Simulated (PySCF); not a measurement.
Si(H)2(NHSiH3)(Me) (CH9NSi2), SMILES C[SiH2]N[SiH3]. Heavy atoms are numbered as in [SiH2:1]([CH3:2])[NH:3][SiH3:4]. Hydrogens are named by the atom that carries them.

Geometry optimised at PBE0-D3(BJ)/def2-SVP. The values are those of a single conformer.

The numbers are results of PySCF with PBE/pcSseg-1, not measurements.

GIAO shieldings, no solvent; atoms alike by connectivity are averaged. δ = σ(ref) − σ: ²⁹Si against TMS (σ = 335.4 ppm); ¹³C against TMS (σ = 182.0 ppm); ¹⁵N against NH3 (σ = 267.0 ppm); ¹H against TMS (σ = 31.49 ppm), references at their B3LYP-D3(BJ)/def2-TZVP geometries, non-relativistic.

| atoms | nucleus | count | δ (ppm) |
|---|---|---|---|
| Si1 (SiH2) | ²⁹Si | 1 | … |
| Si4 (SiH3) | ²⁹Si | 1 | … |
| C2 (CH3) | ¹³C | 1 | -5.2 |
| N3 (NH) | ¹⁵N | 1 | … |
| H on Si1 | ¹H | 2 | 5.40 |
| H on Si4 | ¹H | 3 | 5.12 |
| H on C2 | ¹H | 3 | 0.80 |
| H on N3 | ¹H | 1 | … |

Complete the blanks. (Estimate from the structure and the level; the computed values follow.)


- Si4 (SiH3), δ (ppm): -59.0
- H on N3, δ (ppm): -0.40
- Si1 (SiH2), δ (ppm): -27.4
- N3 (NH), δ (ppm): 1.3
